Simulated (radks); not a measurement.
Numerical settings for neutral chromium, [Ar] 3d5 4s1. All-electron calculation, Dirac Kohn-Sham, BLYP, spin-unpolarised, spherical densities, point nucleus; open shells fill j = l - 1/2 first. Program: a radial shooting solver on a logarithmic mesh with Libxc functionals. The defaults (mesh step 0.008 in ln r, mesh end at 40 bohr or more with all orbitals vanishing there, Anderson mixing 0.5 over 9 steps, residual threshold near 1e-9 with the energy settled to 1e-9 hartree or 1e-11 of itself, here a cap of 62 iterations) give E = -1050.8448 hartree and 3d5/2 at -2.789 eV in 16 iterations. Run on one thread of a shared host, so times are rough (Arm Neoverse N1): 0.14 s of CPU time, 0.14 s wall, 16 iterations on 2669 mesh points. Changes against that run (0 stands for a change within the tolerance of the run):

| setting | iterations | converged | E (mhartree) | e(3d5/2) (meV) | CPU (s) |
|---|---|---|---|---|---|
| mesh step in ln r 0.12 | 2 | no | diverged | - | 0.02 |
| mesh step in ln r 0.02 | 16 | yes | 0 | 0 | 0.07 |
| mesh step in ln r 0.012 | 16 | yes | 0 | 0 | 0.1 |
| mesh end (bohr) 20 | 16 | yes | 0 | +0.0117 | 0.14 |
| mesh end (bohr) 12 | 16 | yes | +0.102 | +13.4 | 0.13 |
| residual threshold 0.01 | 11 | yes | 0 | +0.0181 | 0.11 |
| residual threshold 0.001 | 11 | yes | 0 | +0.0181 | 0.11 |
| mixing 2.5 | 17 | yes | 0 | 0 | 0.15 |
| linear mixing, mixing 1 | 62 | no | +6.7e+04 | +2.8e+03 | 1.4 |
| linear mixing, mixing 0.05 | 62 | no | +0.11 | -142 | 0.43 |
| mixing history 3 | 18 | yes | 0 | 0 | 0.15 |
| iteration cap 5 | 5 | no | +38.2 | -2.08e+03 | 0.05 |

No run marked as converged misses the energy by more than 1 mhartree. A mesh that ends early acts as a hard wall.
